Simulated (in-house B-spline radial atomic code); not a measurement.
The numbers below are computed, except where a source is named.
**Stopping and range of 80 keV Al in Ge**

The pair potential comes from two frozen, spherical free-atom densities (PBE, B-spline radial code, scalar-relativistic past argon): electrostatics plus the change in Thomas-Fermi kinetic and Dirac exchange energy where they overlap, the recipe behind the universal ZBL potential, which averages such potentials (from solid-state densities) over many pairs. It is written V = (Z1 Z2 e²/r) φ(r/a), with e² = 14.3996 eV·Å and a = 0.46850 Å/(Z1^0.23 + Z2^0.23); ZBL's fit is φ = 0.18175 e^(−3.1998x) + 0.50986 e^(−0.94229x) + 0.28022 e^(−0.4029x) + 0.02817 e^(−0.20162x). Where φ falls below 4e-4 it is continued as an exponential.

The target is taken as amorphous, with density 5.3234 g/cm³ (NSM archive of the Ioffe Institute); channelling is ignored. Masses: Al 26.98, Ge 72.63 u. Nuclear stopping is S_n = 4π a Z1 Z2 e² M1/(M1 + M2) × s_n(ε), with s_n integrated over impact parameters for each pair. Electronic stopping is Lindhard and Scharff's S_e = Z1^(1/6) 8π e² a0 Z1 Z2/(Z1^(2/3) + Z2^(2/3))^(3/2) × v/v0, with a0 = 0.529177 Å and v = v0 at 24.801 keV/u; it misses the oscillations with Z1 seen in experiment, which reach tens of per cent. Compounds add by atom fraction.

```
target atom    a (Å)  ε at this energy  s_n, this pair  s_n, ZBL potential
         Ge  0.11645             1.134          0.3198              0.3035
```

(1) What are the atom density and the stopping powers at entry?

Along the track:

| E (keV) | N S_n (eV/nm) | N S_e (eV/nm) |
| --- | --- | --- |
| 4 | 309 | 67.6 |
| 12 | 376 | 117 |
| 24 | 389 | 166 |
| 40 | 377 | 214 |
| 60 | 356 | 262 |
| 80 | 335 | 302 |

(2) Estimate the path length and the projected range.

## Answers

(1) N = 5.3234 × 0.602214/72.63 = 0.04414 atoms/Å³. For Ge: S_n = 2374 × 0.3198 = 759.4 eV·Å², S_e = 2.4219 × √80000 = 685 eV·Å². Averaged over the target's atoms and times N × 10 Å/nm, the ion loses N S_n = 335 eV/nm to recoils and N S_e = 302 eV/nm to electrons; the nuclear share is 53 %.

(2) With continuous slowing down the path is the integral of dE/(N (S_n + S_e)). Trapezoids over the table give 135 nm, and the stretch below the first row, with stopping taken as √E, adds 2E/(N S) = 21 nm: 156 nm in all, against 151 nm on a fine grid from 5 eV. Deflections shorten the depth: to first order in the energy passed on, N (S_n + S_e) dR_p/dE = 1 − N S_n (M2/M1) R_p/(2E), summed over the target's atoms, and integrating this on the fine grid gives R_p = 73.7 nm, 0.49 of the path. Lindhard's rule of thumb R/(1 + M2/3M1), with mean M2/M1 = 2.69, gives 79.4 nm; it is meant for M2/M1 below about 2. On the ZBL potential the same equation gives 77 nm, and the full integral equation, which keeps hard collisions, 82.4 nm.
